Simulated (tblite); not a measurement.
Compound: C₄H₁₃PSi₂.
Numbering: `[CH3:1][CH2:2]/[CH:3]=[CH:4]/[Si@H:5]([SiH3:6])[PH2:7]` (hydrogens: H8, H9, H10 on C1; H11, H12 on C2; H13 on C3; H14 on C4; H15 on Si5; H16, H17, H18 on Si6; H19, H20 on P7)

Structure optimised with GFN2-xTB, isolated species.

Question: List the bond lengths, angles and torsions at this level.

Answer: 
| bond | length (Å) |
| --- | --- |
| C1–C2 | 1.529 |
| C2–C3 | 1.496 |
| C3=C4 | 1.326 |
| C4–Si5 | 1.886 |
| Si5–Si6 | 2.329 |
| Si5–P7 | 2.257 |
| C1–H8, C1–H9, C1–H10 | 1.088 |
| C2–H11 | 1.092 |
| C2–H12 | 1.095 |
| C3–H13 | 1.085 |
| C4–H14 | 1.085 |
| Si5–H15 | 1.479 |
| Si6–H16, Si6–H17, Si6–H18 | 1.466 |
| P7–H19, P7–H20 | 1.383 |

Bonds in one row agree within 0.01 Å and their mean is given. A selection of angles:
| angle | degrees |
| --- | --- |
| C2–C1–H8 | 110.4 |
| C2–C1–H9 | 110.5 |
| H8–C1–H9 | 108.5 |
| H8–C1–H10 | 108.6 |
| C1–C2–C3 | 111.2 |
| C1–C2–H11 | 109.9 |
| C1–C2–H12 | 108.8 |
| C3–C2–H11 | 109.9 |
| C3–C2–H12 | 108.8 |
| H11–C2–H12 | 108.1 |
| C2–C3–C4 | 125.4 |
| C2–C3–H13 | 114.8 |
| C4–C3–H13 | 119.9 |
| C3–C4–Si5 | 124.9 |
| C3–C4–H14 | 118.1 |
| Si5–C4–H14 | 117.0 |
| C4–Si5–Si6 | 113.2 |
| C4–Si5–P7 | 104.2 |
| C4–Si5–H15 | 107.3 |
| Si6–Si5–P7 | 115.5 |
| Si6–Si5–H15 | 113.1 |
| P7–Si5–H15 | 102.6 |
| Si5–Si6–H16 | 111.8 |
| Si5–Si6–H18 | 112.6 |
| H16–Si6–H17 | 106.8 |
| H17–Si6–H18 | 106.1 |
| Si5–P7–H19 | 95.3 |
| H19–P7–H20 | 92.2 |

Torsions: C1–C2–C3–C4 -123° (anticlinal); C2–C3–C4–Si5 179° (antiperiplanar); C3–C4–Si5–Si6 -8° (synperiplanar).

Si6 (SiH3 silicon) is tetrahedral (angles from 106.1° to 112.6°). P7 (three-coordinate phosphorus) is pyramidal (angles 95.3°, 94.8° and 92.2°, sum 282.3°, 0.84 Å off the plane of its three neighbours). The C–C distances run from 1.326 Å (C3=C4, drawn double) to 1.529 Å (C1–C2, drawn single), a spread of 0.203 Å. Si5 (SiH silicon) is distorted tetrahedral (angles from 102.6° to 115.5°). Of the pairs four or more bonds apart, Si6···H13 is among the closest relative to their van der Waals radii: 3.11 Å, 94 % of the sum of Bondi's values.

Point group: C1 (no symmetry element, even within 0.4 Å). Its GFN2-xTB frequencies are all real (lowest 21 cm⁻¹). One conformer, not necessarily the lowest (C1–C2–C3–C4 -123°, C3–C4–Si5–Si6 -8°, C4–Si5–P7–H 77° and 170°).

On one thread of an Arm Neoverse V1, shared host with 64 logical CPUs at a one-minute load of 22, this took 2.1 s of wall time. This is the geometry optimisation.

The numbers are calculated, not measured.
